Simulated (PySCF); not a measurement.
All values below come from PBE-D3(BJ)/def2-TZVP // CAM-B3LYP-D3(BJ)/def2-TZVP in PySCF 2.14.0. All species are isolated molecules in the gas phase. One relaxed conformer stands for a flexible species; it need not be the lowest. Delta-SCF ions had no search for a lower state. Excitations are Tamm–Dancoff values on a coarser integration grid. The basis has no diffuse functions, so Rydberg states are missing or too high.

Reference species (SMILES): `BC(=C)C(=C)C` (neutral, multiplicity 1).

```
Item                                           Value
-------------------------------------------  -------
vertical ionisation energy (Delta-SCF)       8.88 eV
brightest of the four lowest singlets (TDA)  5.67 eV
```

Changed species: `C(=C\B)(/C=C)C`.

Question: Give the shifts of the vertical ionisation energy (Delta-SCF) and brightest of the four lowest singlets (TDA).

Answer: the vertical ionisation energy (Delta-SCF) goes up by 0.24 eV, to 9.12 eV; the brightest of the four lowest singlets (TDA) falls by 0.92 eV, to 4.75 eV.
